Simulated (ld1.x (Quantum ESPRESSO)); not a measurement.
Ga (Z = 31), TM: configuration errors across variants

Ga (Z = 31), norm-conserving Troullier–Martins (Kleinman–Bylander form), made with ld1.x (Quantum ESPRESSO) 7.5 (LDA (PZ), scalar-relativistic). Core [Ar] 3d10, reference 4s1 4p2. Waves: 4s (bound): rc 1.80 bohr; 4p (bound): rc 1.70 bohr. Local part: all-electron potential smoothed inside 1.40 bohr (lloc = -1). Core correction: none.

All-electron excitation energies from the reference (eV): (1) 4s2 4p1 -6.612; (2) 4s2 4p0 -0.724; (3) 4s1 4p0 20.779; (4) 4s1 4p1 6.726; (5) 4s2 4p0.5 -4.492; (6) 4s2 4p1.3 -7.190; (7) 4s0 4p3 6.932; (8) 4s1 4p2 spin -1.429; (9) 4s2 4p1 spin -6.746.

Spin tests fill each open shell by Hund’s rule, majority spin first.

A true bound ghost makes a file unfit for plane-wave use even where its test errors are small: the radial tests pick states by their node count and pass the ghost by.

Errors AE − PS in meV (a dash: test not solved or not reliable):

```tsv
change	(1)	(2)	(3)	(4)	(5)	(6)	(7)	(8)	(9)	bound ghosts
base	+22	+29	+115	+11	+23	+22	+28	+564	+38	none
all radii scaled by about 0.75 (s 1.36, p 1.28 bohr); local potential all-electron potential smoothed inside 1.06 bohr (lloc = -1)	+31	+56	+100	+12	+39	+29	+53	+569	+49	s
all radii scaled by about 0.84 (s 1.52, p 1.42 bohr); local potential all-electron potential smoothed inside 1.18 bohr (lloc = -1)	+26	+43	+89	+9.8	+31	+24	+41	+559	+42	s
all radii scaled by about 0.89 (s 1.60, p 1.52 bohr); local potential all-electron potential smoothed inside 1.24 bohr (lloc = -1)	+21	+34	+83	+8.7	+26	+19	+34	+560	+37	s
all radii scaled by about 1.05 (s 1.88, p 1.78 bohr); local potential all-electron potential smoothed inside 1.46 bohr (lloc = -1)	+21	+28	+107	+11	+22	+20	+27	+564	+37	none
all radii scaled by about 1.09 (s 1.96, p 1.86 bohr); local potential all-electron potential smoothed inside 1.52 bohr (lloc = -1)	+19	+28	+101	+10	+21	+19	+26	+564	+35	none
all radii scaled by about 1.23 (s 2.22, p 2.08 bohr); local potential all-electron potential smoothed inside 1.72 bohr (lloc = -1)	+16	+26	+104	+10	+18	+15	+24	+561	+32	none
all radii scaled by about 1.31 (s 2.36, p 2.22 bohr); local potential all-electron potential smoothed inside 1.82 bohr (lloc = -1)	+13	+25	+109	+11	+16	+12	+22	+558	+29	none
all radii scaled by about 1.38 (s 2.48, p 2.34 bohr); local potential all-electron potential smoothed inside 1.92 bohr (lloc = -1)	+11	+25	+112	+11	+14	+9.9	+21	+556	+27	none
```

**Question.** Give the same row for: all radii scaled by about 1.15 (s 2.08, p 1.96 bohr); local potential all-electron potential smoothed inside 1.62 bohr (lloc = -1).

**Answer.** +17, +27, +102, +10.0, +20, +17, +25, +562, +34; bound ghosts: none.
